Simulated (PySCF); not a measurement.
**Dipole moment and polarisability of `NC(=O)COC(F)(F)F`**

C3H4F3NO2.
SMILES with atom numbers: `[NH2:1][C:2](=[O:3])[CH2:4][O:5][C:6]([F:7])([F:8])[F:9]` (hydrogens: H10, H11 on N1; H12, H13 on C4)

Structure used (GFN2-xTB), in Å, numbered top down from 1:
```
atom  x, y, z in Å
N1     1.9920    0.6321   -0.5843
C2     1.5693   -0.2680    0.3143
O3     2.2867   -0.8692    1.0745
C4     0.0518   -0.5032    0.3261
O5    -0.5999    0.3056   -0.6692
C6    -1.9132    0.1788   -0.7187
F7    -2.5316    0.5138    0.4262
F8    -2.3254   -1.0701   -0.9934
F9    -2.3948    0.9687   -1.6700
H10    1.3464    1.0988   -1.1964
H11    2.9765    0.8323   -0.6438
H12   -0.3272   -0.2544    1.3230
H13   -0.1351   -1.5649    0.1329
```

Level: B3LYP/def2-SVPD (PySCF), static field, nuclei fixed, core orbitals frozen in the response. The polarisability tensor in these axes (au):

```
x   64.86 -0.77  4.20
y   -0.77 51.09 -8.06
z    4.20 -8.06 53.03
```

Q: What are the eigenvalues, a third of the trace, and Δα (Δα² = ½Σ(αi − αj)² over the three pairs)?

A: Principal values 43.71, 58.26 and 67.02 au; mean 56.33 au = 8.35 Å³ = 9.29 × 10⁻⁴⁰ C²·m²/J; Δα = 20.39 au (36 % of the mean).

Q: What is the dipole moment, and where does it point?

A: (0.47, 1.51, -1.55) D, 2.22 D in size, pointing from the negative to the positive side. Measured along this direction, the outermost atoms are H13 and H12 at the negative end and H10 at the positive end.

Q: What would n − 1 = 2πNα be for an ideal gas of these molecules at 273.15 K and 1 atm, electronic part alone?

A: N = p/kT = 2.6868 × 10¹⁹ cm⁻³, so n − 1 = 2π × N × 8.35 × 10⁻²⁴ cm³ = 1409 × 10⁻⁶ at long wavelengths, for an ideal gas.

Q: Molar refractivity from α?

A: Lorentz–Lorenz: R = (4π/3)N_A α = 2.5225 cm³/(mol·Å³) × 8.35 Å³ = 21.1 cm³/mol, in the limit of long wavelengths.

Q: How large is μ²/3kT at 273 K beside α?

A: In Gaussian units μ²/3kT = 43.46 Å³ against 8.35 Å³, a ratio of 5.21; the Debye molar polarisation (4π/3)N_A(α + μ²/3kT) is 130.7 cm³/mol, leaving out the vibrational part.

One conformer (not necessarily the lowest) at the GFN2-xTB geometry, without solvent, vibrations or thermal averaging.
